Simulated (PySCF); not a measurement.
**Correlation energy of Mg (magnesium, neutral)**

[Ne] 3s2, closed-shell 1S. Calculation: PySCF 2.14, in Sapporo-DZP-2012 (5s4p1d, 22 functions); scalar relativity by spin-free X2C-1e. Frozen: [Ne]; 2 electrons correlated.

Total MP2 correlation energy: -17.67 mhartree.

Same-spin part 0.00 and opposite-spin part -17.67 mhartree; SCS-MP2 scales them by 1/3 and 6/5 to -21.20 mhartree.

With two correlated electrons CCSD is exact within the correlated space (frozen core and kept virtual orbitals).

```json
{"level": "CCSD", "correlation energy (mhartree)": "-31.37"}
```

Diagnostics: T1 = 0.011, D1 = 0.0151, largest double amplitude 0.158.

Is a single reference adequate?

Not fully. A double-excitation amplitude exceeds 0.15, a sign of near-degeneracy.
